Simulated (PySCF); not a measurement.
# Correlation energy of Be (beryllium, neutral)

[He] 2s2, closed-shell 1S. Computed with PySCF 2.14 in def2-QZVPPD (7s4p2d1f, 36 functions), with no relativity, point nucleus. Frozen: nothing; 4 electrons correlated.

```tsv
level	correlation energy (mhartree)
CCSD	-82.20
(T)	-0.34
CCSD(T)	-82.54
CCSDT	-82.55
```

Diagnostics: T1 = 0.015, D1 = 0.0309, largest double amplitude 0.114.

**Question.** Is a single reference adequate?

**Answer.** Mostly. T1 lies below 0.03, but a double amplitude of this size points to a near-degeneracy that CCSD handles and MP2 describes poorly.

This basis was not built for core-valence correlation, so the inner-shell part is incomplete.
